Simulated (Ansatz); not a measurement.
MoS₂⁺ (the lowest doublet isomer of a short search), 3 atoms. Hardware: 4 threads of Arm Neoverse V1 on a shared host.

In the def2 sets Mo takes a core potential; there is no spin–orbit coupling. Correlated methods freeze 10 core orbitals; core or outer-core shells of Mo are correlated, in sets that lack core-valence functions.

Question: How many basis functions does each of these Ansatz runs have, and roughly what does it cost? r2SCAN-D4/def2-TZVP, charge 1 quartet, energy, from earlier orbitals; CCSD(T)/def2-TZVPP, charge 1 doublet, energy, from earlier orbitals; RPA@PBE/def2-TZVP, charge 1 quartet, energy, from earlier orbitals; PBE-D4/def2-TZVP, charge 1 quartet, relaxation, 4 steps; PBE-D4/def2-TZVP, charge 0 singlet at the geometry of the charge 1 doublet, energy, from earlier orbitals; MP2/def2-TZVP, charge 1 quartet, energy, from earlier orbitals; PBE-D4/def2-TZVP, charge 1 doublet, energy, from earlier orbitals; HF/def2-TZVP, charge 1 doublet, energy, from earlier orbitals; r2SCAN-D4/def2-TZVP, charge 0 triplet at the geometry of the charge 1 doublet, energy, from earlier orbitals; PBE0-D4/def2-SVP, charge 1 doublet, energy, from earlier orbitals; PBE-D4/def2-TZVP, charge 1 doublet, relaxation, 3 steps; RPA@PBE/def2-TZVP, charge 1 doublet, energy, from earlier orbitals.

Answer: Other jobs shared the machine, so times can vary by a factor of up to 3. A dash marks memory too small to be measured apart from the calling script's.

```
                                                                                                         run  functions  fitting or Cholesky vectors  wall time  peak host memory (GiB)
   PBE-D4/def2-TZVP, charge 0 singlet at the geometry of the charge 1 doublet, energy, from earlier orbitals        114                          830     0.95 s                       –
                                           PBE0-D4/def2-SVP, charge 1 doublet, energy, from earlier orbitals         67                          643      1.3 s                       –
                                              MP2/def2-TZVP, charge 1 quartet, energy, from earlier orbitals        114                          793      1.3 s                       –
                                           PBE-D4/def2-TZVP, charge 1 doublet, energy, from earlier orbitals        114                          830      1.6 s                       –
                                               HF/def2-TZVP, charge 1 doublet, energy, from earlier orbitals        114                         1104      1.8 s                       –
                                          RPA@PBE/def2-TZVP, charge 1 doublet, energy, from earlier orbitals        114                          793      2.3 s                       –
                                          RPA@PBE/def2-TZVP, charge 1 quartet, energy, from earlier orbitals        114                          793      2.3 s                       –
                                                     PBE-D4/def2-TZVP, charge 1 doublet, relaxation, 3 steps        114                          830      3.4 s                       –
                                                     PBE-D4/def2-TZVP, charge 1 quartet, relaxation, 4 steps        114                          830      4.4 s                       –
r2SCAN-D4/def2-TZVP, charge 0 triplet at the geometry of the charge 1 doublet, energy, from earlier orbitals        114                          830      4.5 s                       –
                                        r2SCAN-D4/def2-TZVP, charge 1 quartet, energy, from earlier orbitals        114                          830      5.5 s                       –
                                         CCSD(T)/def2-TZVPP, charge 1 doublet, energy, from earlier orbitals        140                          868       21 s                     1.3
```
